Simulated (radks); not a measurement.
Excited configurations of Xe+: one electron is placed in a higher orbital outside [Kr] 4d10 5s2 5p4. The ground configuration is [Kr] 4d10 5s2 5p5. Calculated with a radial shooting solver on a logarithmic mesh with Libxc functionals: scalar-relativistic Kohn-Sham, SCAN, spin-polarised, spherical densities, finite nucleus; open shells are filled with parallel spins first (spin-orbit coupling, left out, can overturn this in heavy ions); meta-GGA in the generalised Kohn-Sham scheme; Fermi nuclear charge, rms radius 4.7859 fm. Excitation = E - E(ground); binding = E(ion) - E, where the ion is the core of charge +2; n* = 2/sqrt(2 binding) in atomic units, and the quantum defect is n - n*.

[
 {"outer orbital": "4f", "excitation (eV)": "17.523", "binding (eV)": "3.722", "n*": "3.824", "eigenvalue (eV)": "-2.440", "<r> (bohr)": "7.322"},
 {"outer orbital": "5d", "excitation (eV)": "12.661", "binding (eV)": "8.583", "n*": "2.518", "eigenvalue (eV)": "-5.744", "<r> (bohr)": "3.518"},
 {"outer orbital": "5f", "excitation (eV)": "18.524", "binding (eV)": "2.721", "n*": "4.472", "eigenvalue (eV)": "-1.859", "<r> (bohr)": "11.80"},
 {"outer orbital": "6p", "excitation (eV)": "14.359", "binding (eV)": "6.885", "n*": "2.811", "eigenvalue (eV)": "-5.459", "<r> (bohr)": "5.734"},
 {"outer orbital": "6d", "excitation (eV)": "16.983", "binding (eV)": "4.262", "n*": "3.574", "eigenvalue (eV)": "-3.243", "<r> (bohr)": "8.465"},
 {"outer orbital": "6f", "excitation (eV)": "19.270", "binding (eV)": "1.975", "n*": "5.250", "eigenvalue (eV)": "-1.478", "<r> (bohr)": "18.03"},
 {"outer orbital": "7p", "excitation (eV)": "17.473", "binding (eV)": "3.772", "n*": "3.799", "eigenvalue (eV)": "-3.026", "<r> (bohr)": "10.76"},
 {"outer orbital": "7d", "excitation (eV)": "18.604", "binding (eV)": "2.640", "n*": "4.540", "eigenvalue (eV)": "-2.078", "<r> (bohr)": "14.62"},
 {"outer orbital": "7f", "excitation (eV)": "19.783", "binding (eV)": "1.462", "n*": "6.101", "eigenvalue (eV)": "-1.142", "<r> (bohr)": "26.15"}
]

The Delta-SCF ionisation energy is 21.245 eV (NIST Atomic Spectra Database: 20.975 eV, semi-empirical). Self-interaction in the functional shifts the binding energies and quantum defects, so they are the method's values and not measured ones. Open shells are spherical and high-spin; term and fine-structure splittings are not resolved. Spin-orbit splitting is averaged out at the scalar-relativistic level.
